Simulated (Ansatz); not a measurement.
Total energies of O2Zr, SMILES `[O]=[Zr]=[O]`.

Cartesian coordinates in Å:
```
O -1.226 -0.741 0.310
Zr 0.496 -0.370 0.308
O 0.730 1.111 -0.618
```

The species carries charge 0 and has multiplicity 1. Correlated methods include outer-core shells of Zr, which these sets cover unevenly. Zr takes the def2 core potential. The structure was optimised at the PBE0-D4/def2-TZVP level. Basis def2-TZVPP, Ansatz.

RPA on PBE orbitals: Hartree–Fock energy of these orbitals -196.27796 Eh, correlation -1.21351 Eh (frozen core).

```json
{"functional": "LDA (SPW92)", "energy without D4 (Eh)": "-196.46190", "D4 term (kJ/mol)": "–"}
{"functional": "PBE", "energy without D4 (Eh)": "-197.49666", "D4 term (kJ/mol)": "-5.6"}
{"functional": "revPBE", "energy without D4 (Eh)": "-197.63034", "D4 term (kJ/mol)": "-14.3"}
{"functional": "BLYP", "energy without D4 (Eh)": "-197.59588", "D4 term (kJ/mol)": "-12.1"}
{"functional": "r2SCAN", "energy without D4 (Eh)": "-197.57557", "D4 term (kJ/mol)": "-1.1"}
{"functional": "B97M-V", "energy without D4 (Eh)": "-197.57811", "D4 term (kJ/mol)": "–"}
{"functional": "PBE0", "energy without D4 (Eh)": "-197.44364", "D4 term (kJ/mol)": "-4.6"}
{"functional": "B3LYP", "energy without D4 (Eh)": "-197.63293", "D4 term (kJ/mol)": "-9.2"}
{"functional": "r2SCANh", "energy without D4 (Eh)": "-197.54303", "D4 term (kJ/mol)": "-1.2"}
{"functional": "r2SCAN0", "energy without D4 (Eh)": "-197.49559", "D4 term (kJ/mol)": "-1.4"}
{"functional": "HSE06 (plane-wave form)", "energy without D4 (Eh)": "-197.43680", "D4 term (kJ/mol)": "-4.4"}
{"functional": "BHLYP", "energy without D4 (Eh)": "-197.43154", "D4 term (kJ/mol)": "-8.3"}
{"functional": "CAM-B3LYP", "energy without D4 (Eh)": "-197.52428", "D4 term (kJ/mol)": "-4.8"}
{"functional": "LC-ωPBE", "energy without D4 (Eh)": "-197.52754", "D4 term (kJ/mol)": "–"}
{"functional": "ωB97X-V", "energy without D4 (Eh)": "-197.52404", "D4 term (kJ/mol)": "–"}
{"functional": "ωB97M-V", "energy without D4 (Eh)": "-197.49086", "D4 term (kJ/mol)": "–"}
{"functional": "B2PLYP", "energy without D4 (Eh)": "-197.45467", "D4 term (kJ/mol)": "–"}
{"functional": "PBE-QIDH", "energy without D4 (Eh)": "-197.36559", "D4 term (kJ/mol)": "–"}
```

B3LYP takes the VWN-RPA correlation (the form of Gaussian; ORCA's B3LYP/G). HSE06 is the plane-wave form, built on full-range PBE exchange. The double hybrids freeze the cores in their second-order part.

LC-ωPBE has ω = 0.4 bohr⁻¹.
